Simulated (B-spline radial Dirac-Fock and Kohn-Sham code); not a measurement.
Binding energies of Pr³⁺ at several levels of theory

System: Pr³⁺, configuration [Xe] 4f1 6s1 (an excited configuration).

The density-functional columns are spherical, spin-unpolarised Dirac-Kohn-Sham results without Breit or QED terms: −ε is minus the orbital energy of the initial state and ΔSCF the difference of two total energies. The reference in the last column comes from Dirac-Fock ΔSCF + Breit + QED. All numbers are from a radial atomic solver, in eV; a selection of levels is shown. For the 1s level of heavy atoms much of the gap between ΔSCF and the reference is the Breit and QED part, -165.0 eV here; for other levels the error of the functional can be larger.

| level | LDA −ε | LDA ΔSCF | Dirac-Fock |
| --- | --- | --- | --- |
| K (1s) | 41773.0 | 42188.4 | 42036.2 |
| L1 (2s) | 6754.4 | 6832.0 | 6890.5 |
| L2 (2p1/2) | 6388.8 | 6485.7 | 6490.5 |
| L3 (2p3/2) | 5907.3 | 5996.2 | 6014.2 |
| M1 (3s) | 1491.9 | 1519.0 | 1561.6 |
| M2 (3p1/2) | 1336.1 | 1364.3 | 1392.0 |
| M3 (3p3/2) | 1240.8 | 1267.6 | 1295.8 |
| M4 (3d3/2) | 967.5 | 998.0 | 1003.0 |
| M5 (3d5/2) | 947.0 | 977.0 | 982.9 |
| N1 (4s) | 330.0 | 343.0 | 363.0 |
| N2 (4p1/2) | 271.5 | 284.2 | 297.3 |
| N3 (4p3/2) | 250.6 | 262.9 | 276.3 |
| N4 (4d3/2) | 154.0 | 165.7 | 166.2 |
| N5 (4d5/2) | 150.3 | 161.9 | 162.6 |
| N6,7 (4f) | 39.88 | 49.79 | 47.02 |
| O2 (5p1/2) | 55.27 | 61.82 | 60.54 |
| O3 (5p3/2) | 51.76 | 58.10 | 57.02 |
| P1 (6s) | 23.64 | 26.85 | 25.59 |

Values without a named source are computed, but for edge energies of neutral atoms, which are taken from tables.
